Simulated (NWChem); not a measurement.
Species: ZrO₂ cation, doublet; SMILES of the neutral closed-shell parent [O]=[Zr]=[O]

```xyz
3

Zr     0.3364     0.0678     0.0000
O     -0.9978     1.1437     0.0000
O     -0.6841    -1.4826     0.0000
```
Atoms are numbered in this order, from 1.

All runs: NWChem. Spin-unrestricted. Medium grid unless said otherwise, to which SCAN and Minnesota functionals are sensitive. All runs use the structure optimised with PBE0/def2-SVP, spin-unrestricted. This spin state was assumed; another may lie lower. No stability test was run on the SCF state. def2 effective core potentials on Zr; no spin-orbit coupling.

**Question.** Order these by “lowest empty minus highest occupied level, either spin (eV)”, lowest first: KT2/def2-SVP; MPW1K/def2-SVP; B3PW91/def2-SVP; MN15/def2-SVP; LDA (Slater exchange, VWN5)/def2-SVP.

**Answer.** LDA (Slater exchange, VWN5)/def2-SVP (1.01), KT2/def2-SVP (1.94), B3PW91/def2-SVP (3.89), MN15/def2-SVP (5.97), MPW1K/def2-SVP (6.81)
